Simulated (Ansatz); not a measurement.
`[CH3][Hf]12345678([Cl])([C@H]9[C@@H]1[C@@H]2[C@@H]3[C@H]94)[C@H]1[C@@H]5[C@@H]6[C@@H]7[C@H]18` and `[CH3][Ti]12345678([Cl])([C@H]9[C@@H]1[C@@H]2[C@@H]3[C@H]94)[C@H]1[C@@H]5[C@@H]6[C@@H]7[C@H]18` differ in one element.

Ansatz, PBE0-D4/def2-TZVP geometries, multiplicity 1. 

Elements past krypton have def2 core potentials. Scalar relativity is left out up to krypton.

| property | `[CH3][Hf]12345678([Cl])([C@H]9[C@@H]1[C@@H]2[C@@H]3[C@H]94)[C@H]1[C@@H]5[C@@H]6[C@@H]7[C@H]18` |
| --- | --- |
| LUMO energy (PBE/def2-TZVPP) / eV | -2.00 |
| size of the dipole moment (ωB97M-V/def2-TZVPP) / D | 3.38 |
| HOMO energy (PBE/def2-TZVPP) / eV | -5.83 |
| HOMO–LUMO gap (ωB97M-V/def2-TZVPP) / eV | 9.76 |
| HOMO energy (PBE0/def2-TZVPP) / eV | -6.85 |
| HOMO–LUMO gap (B3LYP/def2-TZVPP) / eV | 5.32 |

Question: What does the change do to each property? (Best estimate.)

Answer: The calculation gave: 
```tsv
property	`[CH3][Ti]12345678([Cl])([C@H]9[C@@H]1[C@@H]2[C@@H]3[C@H]94)[C@H]1[C@@H]5[C@@H]6[C@@H]7[C@H]18`	shift
LUMO energy (PBE/def2-TZVPP) / eV	-2.97	-0.97
size of the dipole moment (ωB97M-V/def2-TZVPP) / D	3.66	0.28
HOMO energy (PBE/def2-TZVPP) / eV	-5.56	0.27
HOMO–LUMO gap (ωB97M-V/def2-TZVPP) / eV	8.89	-0.87
HOMO energy (PBE0/def2-TZVPP) / eV	-6.56	0.29
HOMO–LUMO gap (B3LYP/def2-TZVPP) / eV	4.24	-1.08
```

With PBE0 the HOMO rises by 0.29 eV and the LUMO falls by 0.76 eV, so the gap narrows by about 1.05 eV. PBE moves the HOMO by 0.27 eV and ωB97M-V by 0.28 eV. Dipoles are sizes alone; their direction can turn.

B3LYP here is the variant with VWN-RPA as its local correlation; programs differ in this.

Positive LUMOs are unbound, so they and the gaps depend on the basis.
